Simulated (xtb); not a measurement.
xtb input (GFN1-xTB):

```bash
xtb mol.xyz --gfn 1 --sp --chrg 0 --uhf 0
```
mol.xyz:
```
8

C     -2.13144527    -0.03073910     0.12593735
Sn    -0.01177996    -0.00016989     0.00069602
F      0.73006055     1.73724404    -0.29727863
F      0.87474125    -0.63228050     1.57303177
F      0.70469348    -1.07165666    -1.41221066
H     -2.43070561     0.60530240     0.95489768
H     -2.53136134     0.34522413    -0.81214556
H     -2.44572104    -1.05735954     0.29494019
```

Output:

```
           -------------------------------------------------
          |                Calculation Setup                |
           -------------------------------------------------

           -------------------------------------------------
          |                 G F N 1 - x T B                 |
           -------------------------------------------------

        Reference                      10.1021/acs.jctc.7b00118
      * Hamiltonian:
        H0-scaling (s, p, d)           1.850000    2.250000    2.000000
        zeta-weighting                 0.000000
      * Dispersion:
        s8                             2.400000
        a1                             0.630000
        a2                             5.000000
        s9                             0.000000
      * Repulsion:
        kExp                           1.500000
        rExp                           1.000000
      * Coulomb:
        alpha                          2.000000
        third order                    atomic
        anisotropic                    false
      * Halogen bond correction:
        rad-scale                      1.300000
        damping                        0.440000

          ...................................................
          :                      SETUP                      :
          :.................................................:
          :  # basis functions                  32          :
          :  # atomic orbitals                  31          :
          :  # shells                           17          :
          :  # electrons                        32          :
          :  # halogen bonds                     0          :
          :  max. iterations                   250          :
          :  Hamiltonian                  GFN1-xTB          :
          :  restarted?                      false          :
          :  GBSA solvation                  false          :
          :  PC potential                    false          :
          :  electronic temp.          300.0000000     K    :
          :  accuracy                    1.0000000          :
          :  -> integral cutoff          0.2500000E+02      :
          :  -> integral neglect         0.1000000E-07      :
          :  -> SCF convergence          0.1000000E-05 Eh   :
          :  -> wf. convergence          0.2000000E-04 e    :
          :  Broyden damping             0.4000000          :
          :  net charge                          0          :
          :  unpaired electrons                  0          :
          ...................................................

 iter      E             dE          RMSdq      gap      omega  full diag
   1    -21.6957221 -0.216957E+02  0.591E+00    4.29       0.0  T
   2    -21.7313709 -0.356487E-01  0.378E+00    3.93       1.0  T
   3    -21.7261406  0.523028E-02  0.147E+00    4.16       1.0  T
   4    -21.7356178 -0.947723E-02  0.334E-01    3.99       1.0  T
   5    -21.7362763 -0.658491E-03  0.292E-02    4.01       1.2  T
   6    -21.7362857 -0.933438E-05  0.131E-02    4.01       2.7  T
   7    -21.7362869 -0.126948E-05  0.944E-04    4.01      37.5  T
   8    -21.7362869 -0.381604E-08  0.413E-04    4.01      85.6  T
   9    -21.7362869 -0.950095E-09  0.358E-06    4.01    9866.2  T
  10    -21.7362869 -0.959233E-13  0.187E-06    4.01   18870.6  T

   *** convergence criteria satisfied after 10 iterations ***

         #    Occupation            Energy/Eh            Energy/eV
      -------------------------------------------------------------
         1        2.0000           -0.9839800             -26.7755
       ...           ...                  ...                  ...
        10        2.0000           -0.5396133             -14.6836
        11        2.0000           -0.5290436             -14.3960
        12        2.0000           -0.5290436             -14.3960
        13        2.0000           -0.5231847             -14.2366
        14        2.0000           -0.5231847             -14.2366
        15        2.0000           -0.5224648             -14.2170
        16        2.0000           -0.5103554             -13.8875 (HOMO)
        17                         -0.3630654              -9.8795 (LUMO)
        18                         -0.1830162              -4.9801
        19                         -0.1808289              -4.9206
        20                         -0.1808289              -4.9206
        21                         -0.0897343              -2.4418
       ...                                ...                  ...
        31                          0.5925698              16.1246
      -------------------------------------------------------------
                  HL-Gap            0.1472900 Eh            4.0080 eV
             Fermi-level           -0.4367104 Eh          -11.8835 eV

 SCC (total)                   0 d,  0 h,  0 min,  0.009 sec
 SCC setup                      ...        0 min,  0.000 sec (  0.631%)
 Dispersion                     ...        0 min,  0.000 sec (  0.259%)
 classical contributions        ...        0 min,  0.000 sec (  0.100%)
 integral evaluation            ...        0 min,  0.001 sec ( 13.148%)
 iterations                     ...        0 min,  0.005 sec ( 60.569%)
 molecular gradient             ...        0 min,  0.002 sec ( 24.039%)
 printout                       ...        0 min,  0.000 sec (  1.170%)

         :::::::::::::::::::::::::::::::::::::::::::::::::::::
         ::                     SUMMARY                     ::
         :::::::::::::::::::::::::::::::::::::::::::::::::::::
         :: total energy             -21.675160242090 Eh    ::
         :: gradient norm              0.023187462767 Eh/a0 ::
         :: HOMO-LUMO gap              4.007963982618 eV    ::
         ::.................................................::
         :: SCC energy               -21.736286928383 Eh    ::
         :: -> electrostatic           0.064514893007 Eh    ::
         :: repulsion energy           0.063053403396 Eh    ::
         :: dispersion energy         -0.001926717104 Eh    ::
         :: halogen bond corr.         0.000000000000 Eh    ::
         :: add. restraining           0.000000000000 Eh    ::
         :: total charge               0.000000000000 e     ::
         :::::::::::::::::::::::::::::::::::::::::::::::::::::

           -------------------------------------------------
          |                Property Printout                |
           -------------------------------------------------

    * Orbital Energies and Occupations

         #    Occupation            Energy/Eh            Energy/eV
      -------------------------------------------------------------
         1        2.0000           -0.9839800             -26.7755
       ...           ...                  ...                  ...
         4        2.0000           -0.7681458             -20.9023
         5        2.0000           -0.6867600             -18.6877
         6        2.0000           -0.5890985             -16.0302
         7        2.0000           -0.5890985             -16.0302
         8        2.0000           -0.5398969             -14.6913
         9        2.0000           -0.5396133             -14.6836
        10        2.0000           -0.5396133             -14.6836
        11        2.0000           -0.5290436             -14.3960
        12        2.0000           -0.5290436             -14.3960
        13        2.0000           -0.5231847             -14.2366
        14        2.0000           -0.5231847             -14.2366
        15        2.0000           -0.5224648             -14.2170
        16        2.0000           -0.5103554             -13.8875 (HOMO)
        17                         -0.3630654              -9.8795 (LUMO)
Note: The following floating-point exceptions are signalling: IEEE_DENORMAL
normal termination of xtb
        18                         -0.1830162              -4.9801
        19                         -0.1808289              -4.9206
        20                         -0.1808289              -4.9206
        21                         -0.0897343              -2.4418
        22                         -0.0897343              -2.4418
        23                         -0.0780682              -2.1243
        24                          0.0122747               0.3340
        25                          0.0122747               0.3340
        26                          0.2171204               5.9081
        27                          0.2171204               5.9081
       ...                                ...                  ...
        31                          0.5925698              16.1246
      -------------------------------------------------------------
                  HL-Gap            0.1472900 Eh            4.0080 eV
             Fermi-level           -0.4367104 Eh          -11.8835 eV

  Mulliken/CM5 charges         n(s)   n(p)   n(d)
     1C    -0.03160 -0.18135   1.061  2.971  0.000
     2Sn    0.72011  0.80083   1.870  0.984  0.426
     3F    -0.30044 -0.33006   1.843  5.457  0.000
     4F    -0.30044 -0.33006   1.843  5.457  0.000
     5F    -0.30044 -0.33006   1.843  5.457  0.000
     6H     0.07094  0.12357   0.929  0.000  0.000
     7H     0.07094  0.12357   0.929  0.000  0.000
     8H     0.07094  0.12357   0.929  0.000  0.000

Wiberg/Mayer (AO) data.
largest (>0.10) Wiberg bond orders for each atom

 ---------------------------------------------------------------------------
     #   Z sym  total        # sym  WBO       # sym  WBO       # sym  WBO
 ---------------------------------------------------------------------------
     1   6 C    3.943 --     8 H    0.999     7 H    0.999     6 H    0.999
                             2 Sn   0.338     5 F    0.203     3 F    0.203
                             4 F    0.203
     2  50 Sn   2.670 --     5 F    0.785     4 F    0.785     3 F    0.785
                             1 C    0.338
     3   9 F    1.154 --     2 Sn   0.785     1 C    0.203
     4   9 F    1.154 --     2 Sn   0.785     1 C    0.203
     5   9 F    1.154 --     2 Sn   0.785     1 C    0.203
     6   1 H    0.994 --     1 C    0.999
     7   1 H    0.994 --     1 C    0.999
     8   1 H    0.994 --     1 C    0.999
 ---------------------------------------------------------------------------

Topologies differ in total number of bonds
Writing topology from bond orders to xtbtopo.mol

 dipole moment from electron density (au)
     X       Y       Z
  -2.8435  -0.0410   0.1680  total (Debye):    7.241

           -------------------------------------------------
          | TOTAL ENERGY              -21.675160242090 Eh   |
          | GRADIENT NORM               0.023187462767 Eh/α |
          | HOMO-LUMO GAP               4.007963982618 eV   |
           -------------------------------------------------

------------------------------------------------------------------------
------------------------------------------------------------------------
 total:
 SCF:
```
